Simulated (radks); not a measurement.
Values are calculated unless marked as measured or tabulated.
Dipole-allowed excitations along the series with 29 electrons in [Ar] 3d10 4s1. Level of theory: non-relativistic Kohn-Sham, LDA (Slater exchange, Perdew-Wang correlation), spin-polarised, spherical densities, point nucleus; open shells are filled with parallel spins first (spin-orbit coupling, left out, can overturn this in heavy ions) (a radial shooting solver on a logarithmic mesh with Libxc functionals). Time-dependent linear response with the Hartree and adiabatic LDA kernel, continuum included through the Sternheimer equations. Lines are the poles of the dipole polarisability below minus the highest occupied eigenvalue, found on a grid refined at the orbital gaps; the lowest seven at most are given, and weak or close lines can be missed. The first line takes the name of the lowest orbital gap if no other gap lies below it; otherwise a line is named after a gap within 0.6 % of it, if that gap stands alone.

| species | -e(HOMO) (eV) | lowest orbital gap (eV) | first line (eV) | f | static alpha (bohr^3) |
|---|---|---|---|---|---|
| As4+ | 57.299 | 4s-4p 11.820 | 12.709 (4s-4p) | 0.766 | 4.154 |
| Se5+ | 75.672 | 4s-4p 13.632 | 14.648 (4s-4p) | 0.749 | 3.026 |
| Br6+ | 95.954 | 4s-4p 15.422 | 16.558 (4s-4p) | 0.730 | 2.292 |
| Kr7+ | 118.10 | 4s-4p 17.195 | 18.447 (4s-4p) | 0.711 | 1.787 |
| Rb8+ | 142.08 | 4s-4p 18.956 | 20.321 (4s-4p) | 0.692 | 1.426 |
| Sr9+ | 167.88 | 4s-4p 20.708 | 22.183 (4s-4p) | 0.673 | 1.159 |
